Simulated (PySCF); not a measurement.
InH₂F, SMILES [F][InH2]. Geometry optimised at r2SCAN-D4/def2-TZVP. The def2 effective core potentials stand for the cores of In; spin–orbit coupling is left out.

These are r2SCAN-D4/def2-TZVP (PySCF 2.14.0) values and carry that method's errors.

Harmonic wavenumbers (cm⁻¹): 408, 540, 565, 597, 1867, 1887. Rotational constants (GHz): 98.07, 7.856, 7.273; symmetry number 2.

Work out the zero-point energy and the ideal-gas rigid-rotor harmonic-oscillator thermochemistry at 298.15 K and 1 atm.

ZPE = ½ Σ hcν = ½ × 5865 cm⁻¹ = 35.08 kJ/mol. H − E(el) = 47.20 kJ/mol. Entropy in J/(mol K): translation 170.00, rotation 84.52, vibration 10.34, total 264.86. G − E(el) = -31.76 kJ/mol. Cp = 53.33 J/(mol K).
